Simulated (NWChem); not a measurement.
# C$_{2}$H$_{3}$BClF; SMILES C=CB(F)Cl

```xyz
8

B     -0.5101     0.1679     0.0000
F     -1.6544     0.8274     0.0000
Cl     0.9648     1.1340     0.0000
C     -0.4961    -1.3784     0.0000
C      0.6285    -2.1082     0.0000
H     -1.4630    -1.8967     0.0000
H      0.6152    -3.2030     0.0000
H      1.6125    -1.6271     0.0000
```
Atoms are numbered in this order, from 1.

Level: PBE0/def2-SVP (NWChem), optimised geometry, unscaled harmonic frequencies. 

### Question
List the harmonic frequencies with IR intensities, and the thermochemistry.

### Answer
| frequency (cm⁻¹) | IR intensity (km/mol) |
|---|---|
| 109 | 0.0 |
| 193 | 0.1 |
| 374 | 5.7 |
| 401 | 0.1 |
| 456 | 1.0 |
| 611 | 18.4 |
| 689 | 41.0 |
| 976 | 63.1 |
| 1027 | 30.5 |
| 1044 | 11.8 |
| 1151 | 233.1 |
| 1267 | 63.9 |
| 1356 | 161.7 |
| 1437 | 153.7 |
| 1706 | 63.4 |
| 3154 | 7.0 |
| 3176 | 2.8 |
| 3257 | 2.0 |

```yaml
zero_point_energy: 32.0 kcal/mol
thermal correction to the enthalpy at 298.15 K (with zero-point energy): 36.0 kcal/mol
heat capacity Cv: 17.7 cal/(mol K)
entropy at 298.15 K and 1 atm (symmetry number 1): 75.5 cal/(mol K)
dipole_moment: 1.97 D
```

Rigid rotor and harmonic oscillator.
